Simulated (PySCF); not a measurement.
Ga(F)(Me)(OMe) (C2H6FGaO), SMILES [O]([Ga]([CH3])[F])C. Atoms are numbered in the order given.

```xyz
11

Ga     0.0521     0.3582     0.0000
F      1.4165     1.4668     0.0000
C     -1.7879     1.0233     0.0000
H     -2.5122     0.1970     0.0000
H     -1.9470     1.6479     0.8918
H     -1.9470     1.6479    -0.8918
O      0.6291    -1.3276     0.0000
C     -0.1780    -2.4773     0.0000
H      0.0345    -3.0959     0.8913
H      0.0345    -3.0959    -0.8913
H     -1.2655    -2.2612     0.0000
```
Charge 0, spin multiplicity 1.

The structure is a stationary point at B3LYP-D3(BJ)/def2-SVP. The structure was generated by enumeration; whether it is a known compound was not checked. One conformer was computed; it need not be the lowest.

Two levels are set side by side: PBE/pcSseg-1 (PySCF) and HF/pcSseg-1 (PySCF). GIAO shifts against CFCl3 (¹⁹F), H2O (¹⁷O), TMS (¹H), TMS (¹³C) at the same level; non-relativistic, no solvent, atoms listed together averaged. Differences are taken from unrounded values.

| quantity | HF | PBE | PBE minus HF |
|---|---|---|---|
| δ(¹⁹F) of F2 (ppm) | -156.0 | -157.3 | -1.3 |
| δ(¹³C) of C3 (ppm) | -15.2 | -10.7 | 4.5 |
| δ(¹⁷O) of O7 (ppm) | 17.1 | 117.2 | 100.0 |
| δ(¹³C) of C8 (ppm) | 52.3 | 61.0 | 8.7 |

Rough cost on one machine, each run with all the roots and properties that it gave: HF against PBE within a factor of 2.
